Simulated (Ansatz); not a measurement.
CHAlClO, SMILES `O=[CH][Al-][Cl]` (excited triplet; O–C–Al–Cl torsion 180°) (charge -1, multiplicity 3). This triplet is an excited state, 0.96 eV above the relaxed singlet at the level frozen-core CCSD(T)/aug-cc-pVDZ // PBE0-D3(BJ)/def2-TZVPD (Ansatz, a program for electronic structure).

Computed with B3LYP/aug-cc-pVTZ // PBE0-D3(BJ)/def2-TZVPD in Ansatz.

Ansatz 0.2 input:
```yaml
crystal:
  periodic: [false, false, false]
  atoms:
    - { symbol: O, position_ang: [-1.965571, -0.454153, 0.404104] }
    - { symbol: C, position_ang: [-0.828153, -0.091061, 0.0895] }
    - { symbol: Al, position_ang: [0.980843, -0.732256, 0.574504] }
    - { symbol: Cl, position_ang: [2.53586, 0.49686, -0.449994] }
    - { symbol: H, position_ang: [-0.722978, 0.780608, -0.618111] }
basis:
  gaussian: { orbitals: aug-cc-pVTZ }
hamiltonian:
  xc: b3lyp
total_charge: -1
magnetization:
  spin_polarized: true
  initial_magnetization: 2
```

Output:

```
Functional definition: B3LYP
1197 factors; their error is unknown
mean field evaluation 1: about -22221.1767 eV, gradient 2.2e1 eV
mean field evaluation 2: about -22197.4882 eV, gradient 6.3e1 eV
mean field evaluation 4: about -22224.0203 eV, gradient 5.5e0 eV
mean field evaluation 8: about -22224.1497 eV, gradient 2.2e-1 eV
mean field evaluation 16: about -22224.1691 eV, gradient 2.7e-3 eV
mean field -22224.16906180 eV, -816.7231489384 hartree, gradient 5.6e-5 eV, S^2 2.004979; 2 other end points of the search recorded, 0 dependent functions left out
reference -22224.16932689 eV, -816.7231586801 hartree; 24, 22 occupied and 191, 193 virtual orbitals, 1197 factors
Total energy: -22224.16932689 eV, -816.7231586801 hartree
```
